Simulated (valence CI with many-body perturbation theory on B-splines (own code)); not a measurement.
**Level structure of Pm11+**

Computed by configuration interaction combined with many-body perturbation theory (CI+MBPT): four valence electrons over a frozen Dirac-Fock core [Kr] 4d10, radial functions for each j: 7 s, 7 p, 7 d, 7 f, 4 g, 2 h, with the one-electron correlation potential Σ1 (screened to all orders), the two-electron term Σ2, the three-electron term Σ3, Breit, model QED; selected single and double excitations, second order for the rest, scaled by the run's own slope (own B-spline code, finite nucleus).

No measured spectrum was set against this ion. As an estimate, terms of the open shell hold to a few per cent of their energy, and close levels can change places; configurations with another count of f electrons can be misplaced by thousands of cm⁻¹.

Levels 1 to 45 of 203, with energies above the lowest level, 4f²5s² ³H_4. "Leading %" is the weight of the configuration and term that name the level; weights of strongly mixed levels are sums over their largest components and can fall short. In the jj column 3d3/2^4 stands for four electrons in 3d with j = 3/2.

| No. | Configuration | Term | J | E (cm⁻¹) | Leading % | Leading jj | g |
| --- | --- | --- | --- | --- | --- | --- | --- |
| 1 | 4f²5s² | ³H | 4 | 0.0 | 94 | 4f5/2^2 5s^2 (88 %) | 0.806 |
| 2 | 4f²5s² | ³H | 5 | 3832 | 98 | 4f5/2 4f7/2 5s^2 (98 %) | 1.032 |
| 3 | 4f²5s² | ³H | 6 | 7731 | 98 | 4f7/2^2 5s^2 (79 %) | 1.165 |
| 4 | 4f²5s² | ³F | 2 | 7942 | 95 | 4f5/2^2 5s^2 (69 %) | 0.675 |
| 5 | 4f²5s² | ³F | 3 | 10500 | 98 | 4f5/2 4f7/2 5s^2 (98 %) | 1.082 |
| 6 | 4f²5s² | ³F | 4 | 10961 | 57 | 4f5/2 4f7/2 5s^2 (86 %) | 1.140 |
| 7 | 4f²5s² | ¹G | 4 | 16194 | 56 | 4f7/2^2 5s^2 (94 %) | 1.101 |
| 8 | 4f²5s² | ¹D | 2 | 27370 | 86 | 4f5/2 4f7/2 5s^2 (42 %) | 1.038 |
| 9 | 4f²5s² | ³P | 0 | 33615 | 97 | 4f5/2^2 5s^2 (66 %) |  |
| 10 | 4f²5s² | ¹I | 6 | 34031 | 98 | 4f5/2 4f7/2 5s^2 (79 %) | 1.000 |
| 11 | 4f²5s² | ³P | 1 | 34867 | 98 | 4f5/2 4f7/2 5s^2 (98 %) | 1.500 |
| 12 | 4f²5s² | ³P | 2 | 37024 | 89 | 4f7/2^2 5s^2 (64 %) | 1.451 |
| 13 | 4f5s²5p | ³G | 3 | 55477 | 63 | 4f5/2 5s^2 5p1/2 (97 %) | 0.848 |
| 14 | 4f5s²5p | ³F | 2 | 59900 | 62 | 4f5/2 5s^2 5p1/2 (94 %) | 0.817 |
| 15 | 4f5s²5p | ³F | 3 | 62394 | 40 | 4f7/2 5s^2 5p1/2 (95 %) | 1.154 |
| 16 | 4f5s²5p | ³G | 4 | 64683 | 42 | 4f7/2 5s^2 5p1/2 (95 %) | 1.110 |
| 17 | 4f²5s² | ¹S | 0 | 76023 | 95 | 4f7/2^2 5s^2 (66 %) |  |
| 18 | 4f5s²5p | ¹F | 3 | 101010 | 33 | 4f5/2 5s^2 5p3/2 (92 %) | 0.946 |
| 19 | 4f5s²5p | ³F | 4 | 105710 | 52 | 4f7/2 5s^2 5p3/2 (55 %) | 1.156 |
| 20 | 4f5s²5p | ³D | 2 | 108530 | 49 | 4f5/2 5s^2 5p3/2 (95 %) | 0.968 |
| 21 | 4f5s²5p | ³D | 3 | 111120 | 59 | 4f7/2 5s^2 5p3/2 (90 %) | 1.215 |
| 22 | 4f5s²5p | ³G | 5 | 111950 | 98 | 4f7/2 5s^2 5p3/2 (98 %) | 1.199 |
| 23 | 4f5s²5p | ³D | 1 | 113700 | 98 | 4f5/2 5s^2 5p3/2 (98 %) | 0.497 |
| 24 | 4f5s²5p | ¹G | 4 | 116790 | 77 | 4f5/2 5s^2 5p3/2 (55 %) | 1.032 |
| 25 | 4f5s²5p | ¹D | 2 | 122370 | 62 | 4f7/2 5s^2 5p3/2 (96 %) | 1.045 |
| 26 | 4f³5s | ⁵I° | 4 | 124430 | 98 | 4f5/2^3 5s (59 %) | 0.603 |
| 27 | 4f³5s | ⁵I° | 5 | 126090 | 98 | 4f5/2^2 4f7/2 5s (64 %) | 0.900 |
| 28 | 4f³5s | ⁵I° | 6 | 128080 | 98 | 4f5/2^2 4f7/2 5s (63 %) | 1.070 |
| 29 | 4f³5s | ⁵I° | 7 | 130310 | 99 | 4f5/2 4f7/2^2 5s (75 %) | 1.177 |
| 30 | 4f³5s | ⁵I° | 8 | 132720 | 99 | 4f7/2^3 5s (52 %) | 1.248 |
| 31 | 4f³5s | ³I° | 5 | 140670 | 91 | 4f5/2^3 5s (47 %) | 0.848 |
| 32 | 4f³5s | ⁵F° | 1 | 141500 | 96 | 4f5/2^2 4f7/2 5s (43 %) | 0.017 |
| 33 | 4f³5s | ⁵F° | 2 | 142270 | 96 | 4f5/2^2 4f7/2 5s (56 %) | 1.005 |
| 34 | 4f³5s | ⁵F° | 3 | 143340 | 97 | 4f5/2^2 4f7/2 5s (62 %) | 1.246 |
| 35 | 4f³5s | ⁵S° | 2 | 144130 | 95 | 4f5/2^2 4f7/2 5s (49 %) | 1.981 |
| 36 | 4f³5s | ³I° | 6 | 144210 | 94 | 4f5/2 4f7/2^2 5s (50 %) | 1.027 |
| 37 | 4f³5s | ⁵F° | 4 | 144410 | 90 | 4f5/2^2 4f7/2 5s (48 %) | 1.314 |
| 38 | 4f³5s | ⁵F° | 5 | 145220 | 76 | 4f5/2^2 4f7/2 5s (51 %) | 1.332 |
| 39 | 4f³5s | ³H° | 4 | 146580 | 81 | 4f5/2 4f7/2^2 5s (38 %) | 0.854 |
| 40 | 4f³5s | ³I° | 7 | 147790 | 97 | 4f5/2 4f7/2^2 5s (51 %) | 1.139 |
| 41 | 4f³5s | ³H° | 5 | 148090 | 66 | 4f5/2 4f7/2^2 5s (63 %) | 1.103 |
| 42 | 5s²5p² | ³P | 0 | 149860 | 79 | 5s^2 5p1/2^2 (94 %) |  |
| 43 | 4f³5s | ⁵G° | 2 | 149920 | 96 | 4f5/2^2 4f7/2 5s (40 %) | 0.337 |
| 44 | 4f³5s | ³H° | 6 | 150430 | 84 | 4f5/2 4f7/2^2 5s (74 %) | 1.179 |
| 45 | 4f²5s5p | ⁵I° | 4 | 150480 | 59 | 4f5/2^2 5s 5p1/2 (82 %) | 0.724 |

Names give the largest LS component (configuration and term), which can be under half, so a name can repeat, a term be missing and a line seem to break the LS rules; names also repeat where a configuration has a term twice.

Where two levels of one J and parity lie close, their mixing, g and order are uncertain.

The ionisation energy to 4f5s² ²F°5/2 of the next ion comes out as 196.62 eV (NIST: 202 ± 10 eV (theoretical)). All 203 levels together are meant to be complete up to 238160 cm⁻¹.
